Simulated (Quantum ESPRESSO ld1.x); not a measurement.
Question: All-electron atom: Pr II in [Xe] 4f3 6s0.5 6p0.5 (fractional occupations, a model configuration). All-electron calculation, Dirac Kohn-Sham, exchange-only LDA, spin-unpolarised, spherical densities, point nucleus; open shells are shared between the two j in proportion to 2j + 1. Program: ld1.x of Quantum ESPRESSO 7.5. Some entries of the table are withheld. Estimate them.

| orbital | occ. | eigenvalue (eV) | <1/r> (bohr^-1) | r(max) (bohr) |
|---|---|---|---|---|
| 1s1/2 | 2 | -41741.2 | (1) | 0.01542 |
| 2s1/2 | 2 | -6716.95 | 15.27 | 0.08748 |
| 2p1/2 | 2 | -6350.99 | 15.26 | 0.06652 |
| 2p3/2 | 4 | -5869.37 | 13.77 | 0.07187 |
| 3s1/2 | 2 | -1452.27 | 5.518 | 0.2496 |
| 3p1/2 | 2 | -1296.34 | 5.435 | 0.2362 |
| 3p3/2 | 4 | -1200.98 | 5.062 | 0.2478 |
| 3d3/2 | 4 | -927.955 | (2) | (3) |
| 3d5/2 | 6 | -907.382 | (4) | (5) |
| 4s1/2 | 2 | -292.156 | 2.293 | 0.5794 |
| 4p1/2 | 2 | -233.835 | 2.188 | 0.5876 |
| 4p3/2 | 4 | -213.175 | 2.063 | 0.6127 |
| 4d3/2 | 4 | -117.292 | 1.841 | 0.6313 |
| 4d5/2 | 6 | -113.672 | 1.810 | 0.6396 |
| 5s1/2 | 2 | -44.2286 | (6) | 1.351 |
| 5p1/2 | 2 | -28.6701 | 0.7730 | 1.483 |
| 5p3/2 | 4 | -25.8408 | 0.7281 | 1.557 |
| 6s1/2 | 0.5 | -7.8010 | 0.3081 | 3.602 |
| 4f5/2 | 1.28571 | -6.6238 | 1.189 | 0.6909 |
| 4f7/2 | 1.71429 | -6.2820 | 1.173 | 0.6965 |
| 6p1/2 | 0.166667 | -5.1369 | 0.2466 | 4.454 |
| 6p3/2 | 0.333333 | -4.8648 | 0.2359 | 4.670 |

Answer: 
(1) 1s1/2 <1/r> (bohr^-1): 64.65
(2) 3d3/2 <1/r> (bohr^-1): 4.932
(3) 3d3/2 r(max) (bohr): 0.1985
(4) 3d5/2 <1/r> (bohr^-1): 4.838
(5) 3d5/2 r(max) (bohr): 0.2018
(6) 5s1/2 <1/r> (bohr^-1): 0.8830
